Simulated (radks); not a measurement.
Q: Coherent X-ray form factor from a spherical all-electron density. Calculated with a radial shooting solver on a logarithmic mesh with Libxc functionals: Dirac Kohn-Sham, exchange-only LDA, spin-unpolarised, spherical densities, point nucleus.

sin(theta)/lambda (1/angstrom)  f0 (electrons)
0.05                                    46.132
0.1                                     43.917
0.15                                    41.053
0.2                                     38.023
0.25                                    35.079
0.3                                     32.347
0.4                                     27.722
0.5                                     24.227
0.6                                     21.641
0.8                                     18.050
1                                       15.279
1.25                                    12.209
1.5                                      9.688
2                                        6.665

The species is in the configuration that NIST lists as its ground one. Which atom or ion scatters so?

A: Neutral silver, [Kr] 4d10 5s1. Extrapolating in s^2 from the first two rows gives f0(0) = 46.9, near the electron count 47; among species with that count, the fall with angle is slower the higher Z, and the table is that of Z = 47; from so few rows the species is fixed only to a neighbour or two.
